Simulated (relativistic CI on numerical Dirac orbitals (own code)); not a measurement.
# Ligand-field terms of d3

Computed with a parametric ligand-field model of a d^n configuration (Racah B and C, spin-orbit zeta, crystal field), exact diagonalisation.

Field parameters in Wybourne normalisation: Oh B⁴₀ = 21Dq, B⁴₄ = √(5/14) B⁴₀; Td as Oh with Dq negative (B⁴₀ = 21Dq, B⁴₄ = √(5/14) B⁴₀). The field is a parameter set, without covalency.

Task: Ground term and bands for B = 410, C = 1440, ζ = 0 cm⁻¹, Td, 10Dq = -5700 cm⁻¹?

Result: Ground term 4T1 with 1.94 electrons in the two orbitals of the cubic e set. Spin-allowed: 4T2 5075 cm⁻¹ (1970 nm), 4T1 10601 cm⁻¹ (943 nm), 4A2 10775 cm⁻¹ (928 nm). Lowest spin-forbidden: 2E 1532 cm⁻¹, 2T1 6430 cm⁻¹ (1555 nm), 2T2 6610 cm⁻¹ (1513 nm).

Task: A d3 ion in Oh symmetry has the ground term 4A2 and bands at 4T2 16000 cm⁻¹ (625 nm), 2E 18467 cm⁻¹ (542 nm), 2T1 19386 cm⁻¹ (516 nm), 4T1 24365 cm⁻¹ (410 nm), 2T2 26807 cm⁻¹ (373 nm), 4T1 38035 cm⁻¹ (263 nm). Which parameters reproduce them?

Result: B = 960, C = 3900, ζ = 0 cm⁻¹, Oh, 10Dq = 16000 cm⁻¹.

Task: A d3 ion in Oh symmetry has the ground term 4A2 and bands at 2E 13867 cm⁻¹ (721 nm), 2T1 14578 cm⁻¹ (686 nm), 4T2 18400 cm⁻¹ (543 nm), 2T2 21094 cm⁻¹ (474 nm), 4T1 25938 cm⁻¹ (386 nm), 4T1 40662 cm⁻¹ (246 nm). Which parameters reproduce them?

Result: B = 760, C = 2770, ζ = 0 cm⁻¹, Oh, 10Dq = 18400 cm⁻¹.

Task: Ground term and bands for B = 970, C = 4230, ζ = 0 cm⁻¹, Oh, 10Dq = 22150 cm⁻¹?

Result: Ground term 4A2 with 0.00 electrons in the two orbitals of the cubic e set. Spin-allowed: 4T2 22150 cm⁻¹ (451 nm), 4T1 31618 cm⁻¹ (316 nm), 4T1 49382 cm⁻¹ (203 nm). Lowest spin-forbidden: 2E 19778 cm⁻¹ (506 nm), 2T1 20657 cm⁻¹ (484 nm), 2T2 29577 cm⁻¹ (338 nm). With an A2 ground term the first spin-allowed band lies at |10Dq| itself.

Task: A d3 ion in Oh symmetry has the ground term 4A2 and bands at 2E 20841 cm⁻¹ (480 nm), 2T1 21574 cm⁻¹ (464 nm), 2T2 32726 cm⁻¹ (306 nm), 4T2 39800 cm⁻¹ (251 nm), 4T1 50386 cm⁻¹ (198 nm), 4T1 83564 cm⁻¹ (120 nm). Which parameters reproduce them?

Result: B = 970, C = 4440, ζ = 0 cm⁻¹, Oh, 10Dq = 39800 cm⁻¹.
